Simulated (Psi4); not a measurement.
Relaxed torsion scan: SMILES CSc1cccs1. Scanned: dihedral C1–S2–C3–S7; all other coordinates were relaxed at GFN2-xTB. Points at φ and −φ are mirror images. Heavy atoms are numbered in the order of the SMILES CSc1cccs1, hydrogens after them in the order of the atoms that carry them; the mirror image has the same energies with the sign of each dihedral reversed.

- PBE/def2-SVP // GFN2-xTB (Psi4)
- PBE-D3(BJ)/def2-SVP // GFN2-xTB (Psi4)
- PBE0-D3(BJ)/def2-SVP // GFN2-xTB (Psi4)
- MP2/cc-pVTZ = DF-MP2 (frozen core)/cc-pVTZ // GFN2-xTB (Psi4)

Energies relative to the lowest point of each profile, in kJ/mol; the last columns give the difference from MP2:

| φ / ° | PBE/def2-SVP | PBE-D3(BJ)/def2-SVP | PBE0-D3(BJ)/def2-SVP | MP2/cc-pVTZ | PBE/def2-SVP − MP2/cc-pVTZ | PBE-D3(BJ)/def2-SVP − MP2/cc-pVTZ | PBE0-D3(BJ)/def2-SVP − MP2/cc-pVTZ |
|---|---|---|---|---|---|---|---|
| -150 | 4.4 | 4.4 | 5.8 | 6.5 | -2.1 | -2.1 | -0.7 |
| -120 | 3.2 | 3.3 | 3.9 | 3.5 | -0.3 | -0.2 | 0.4 |
| -90 | 0.0 | 0.1 | 0.0 | 0.0 | 0.0 | 0.1 | 0.0 |
| -60 | 0.1 | 0.0 | 0.4 | 1.8 | -1.8 | -1.8 | -1.5 |
| -30 | 1.4 | 1.1 | 2.2 | 4.7 | -3.2 | -3.6 | -2.5 |
| 0 | 1.7 | 1.2 | 2.5 | 5.7 | -4.1 | -4.6 | -3.2 |
| 30 | 1.4 | 1.1 | 2.2 | 4.7 | -3.2 | -3.6 | -2.5 |
| 60 | 0.1 | 0.0 | 0.4 | 1.8 | -1.8 | -1.8 | -1.5 |
| 90 | 0.0 | 0.1 | 0.0 | 0.0 | 0.0 | 0.1 | 0.0 |
| 120 | 3.2 | 3.3 | 3.9 | 3.5 | -0.3 | -0.2 | 0.4 |
| 150 | 4.4 | 4.4 | 5.8 | 6.5 | -2.1 | -2.1 | -0.7 |
| 180 | 3.2 | 3.2 | 4.8 | 6.1 | -3.0 | -2.9 | -1.4 |

PBE/def2-SVP is furthest from MP2/cc-pVTZ at 0 (-4.1 kJ/mol, below); its mean absolute difference over the points is 1.8 kJ/mol.

PBE-D3(BJ)/def2-SVP is furthest from MP2/cc-pVTZ at 0 (-4.6 kJ/mol, below); its mean absolute difference over the points is 1.9 kJ/mol.

PBE0-D3(BJ)/def2-SVP is furthest from MP2/cc-pVTZ at 0 (-3.2 kJ/mol, below); its mean absolute difference over the points is 1.2 kJ/mol.
